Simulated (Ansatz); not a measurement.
`C[SiH](N)CO` → `CO[SiH](C)N`  (isomerisation)

Program: Ansatz. Geometries: PBE0-D4/def2-TZVP. ΔE: electronic, gas phase. CCSD(T)/CBS adds triple-zeta CCSD(T) − MP2 to the extrapolated MP2 energy (def2 sets, frozen cores). Functionals use def2-TZVPP. One conformer a species, not always the lowest.

```csv
level,ΔE (kJ/mol)
LDA (SPW92),-102.8
BLYP-D4,-114.7
r2SCAN0-D4,-119.5
ωB97M-V,-116.5
CAM-B3LYP,-124.0
HF/def2-TZVPP,-141.2
SCS-MP2/def2-TZVPP,-124.7
CCSD/CBS(def2),-121.9
```

Task: What does CCSD(T)/CBS give? (An estimate is asked.)

Result: Ansatz gave: -118.9 kJ/mol. The listed levels differ from it by 16.1, 4.2, -0.6, 2.4, -5.1, -22.3, -5.8, -3.0 kJ/mol.

Largest T1 diagnostic among the species: 0.010.

Leaving LDA and LC-ωPBE aside and taking each functional with its dispersion term where it has one, the values, not all of them listed here, spread over 25.3 kJ/mol, from BHLYP-D4 to revPBE-D4. From PBE to PBE0 (25 % exact exchange), in def2-TZVPP and without D4, ΔE moves by −6.0 kJ/mol.

CCSD(T)/CBS has its own doubt, a few kJ/mol and more with outer-core shells, so smaller differences from it don't rank the levels.
